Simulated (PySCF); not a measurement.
Predicted microwave data (PySCF 2.14.0, PBE0-D3(BJ)/def2-SVP geometry optimisation, gas phase) for one isomer of C8H11N:

```
Rotational constants : A = 3222, B = 1332, C = 1152 MHz
Dipole components    : |μa| = 4.03 D, |μb| = 0.49 D, |μc| = 0.94 D
Inertial defect      : -97.77 u·Å²
κ                    : -0.83
```

Task: Which structure is it? (One computed conformer of each.)
A. `[CH2:1]=[CH:2][C:3](=[CH2:4])/[CH:5]=[CH:6]/[CH:7]=[N:8]/[CH3:9]` with C1–C2–C3–C4 -154°, C2–C3–C5–C6 19°, C5–C6–C7–N8 -179°
B. `[CH3:1][CH2:2][NH:3][c:4]1[cH:5][cH:6][cH:7][cH:8][cH:9]1` with C1–C2–N3–C4 -178°, C2–N3–C4–C5 -12°
C. `[CH3:1][CH2:2][CH2:3][c:4]1[cH:5][cH:6][cH:7][cH:8][n:9]1` with C1–C2–C3–C4 -63°, C2–C3–C4–C5 -83° (2-propylpyridine)
D. `[C@H]12C[C@H](C1)CC[C@H]2C#N`
E. `[CH3:1][CH:2]([CH3:3])[c:4]1[cH:5][cH:6][n:7][cH:8][cH:9]1` with C1–C2–C4–C5 -62°
F. `[CH3:1][NH:2][c:3]1[cH:4][cH:5][c:6]([CH3:7])[cH:8][cH:9]1` with C1–N2–C3–C4 -170°

Result: D. It is N#C[C@@H]1CC[C@H]2C[C@@H]1C2, an asymmetric top, point group C1. The candidates at the same level (rigid rotor, commonest isotopes):

```csv
SMILES,A (MHz),B (MHz),C (MHz),μa (D),μb (D),μc (D),Δ (u·Å²),point group,rotor
CCNc1ccccc1,4828,888.9,758.6,2.03,0.40,0.41,-7.02,near Cs,near-prolate asymmetric top
CCCc1ccccn1,3342,1107,978.2,0.77,1.42,0.78,-91.20,C1,asymmetric top
CC(C)c1ccncc1,3470,1081,1003,2.72,0.35,0.00,-109.24,Cs,near-prolate asymmetric top
CNc1ccc(C)cc1,4737,964.1,810.0,1.59,0.35,0.41,-6.98,–,near-prolate asymmetric top
N#C[C@@H]1CC[C@H]2C[C@@H]1C2,3222,1332,1152,4.03,0.49,0.94,-97.77,C1,asymmetric top
C=CC(=C)/C=C/C=N/C,3709,671.9,576.8,0.44,1.20,0.49,-12.29,C1,near-prolate asymmetric top
```

`C=CC(=C)/C=C/C=N/C` has C 50 % too low; `CNc1ccc(C)cc1` has A 47 % too high; `CC(C)c1ccncc1` has B 19 % too low; `CCNc1ccccc1` has A 50 % too high; `CCCc1ccccn1` has B 17 % too low. No structure here is proved a minimum.
